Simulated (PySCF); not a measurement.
Electronic structure of Mg (magnesium, neutral) at the LDA level

Configuration: [Ne] 3s2, closed-shell 1S. Calculation: PySCF 2.14, in x2c-SVPall; scalar relativity by spin-free X2C-1e.

- Total energy: -199.3517 hartree
- One-electron energy: -279.5265 hartree
- Hartree (Coulomb) energy: 95.6683 hartree
- Exchange-correlation energy: -15.4935 hartree
- ⟨S²⟩: 0.0000
- ⟨L²⟩: 0.000
- Sum of ⟨r⟩: 12.10 bohr
- Sum of ⟨r²⟩: 28.04 bohr²
- Langevin diamagnetic susceptibility: -22.2 ×10⁻⁶ cm³/mol
- Time after the integrals: 0.05 s of wall time on 1 thread of Neoverse-V2 (shared host)

| shell | electrons | mean orbital energy (eV) | rms radius, mean of both spins (bohr) |
| --- | --- | --- | --- |
| 1s | 2 | -1253.1 | 0.152 |
| 2s | 2 | -79.437 | 0.765 |
| 2p | 6 | -46.978 | 0.785 |
| 3s | 2 | -4.775 | 3.40 |
